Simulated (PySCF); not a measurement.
CdCl at PBE0

Level: PBE0. Cd cc-pVDZ-PP with ECP28, Cl cc-pV(D+d)Z; scalar-relativistic core potentials (PySCF 2.14).

- state: quartet, unpaired electrons σ ↑, π ↑↑, a mixture of terms (⟨Lz²⟩ = 2.0), a second solution, started from another occupation
- bond length: 2.999 Å
- harmonic wavenumber: 95.9 cm⁻¹
- force constant: 0.145 mdyn/Å
- rotational constant Be: 0.07004 cm⁻¹
- anharmonicity ωexe: 1.57 cm⁻¹
- vibration–rotation constant αe: 0.00112 cm⁻¹
- energy of the minimum from ground-state Cd + Cl: 3.56 eV
- bond order (Mayer): 0.18
- dipole moment (positive dipole means Cd(−)Cl(+)): 1.56 D

Spin–orbit coupling is left out. Counting both spins, an empty level lies below a filled one in this solution, because spin and occupation are held.
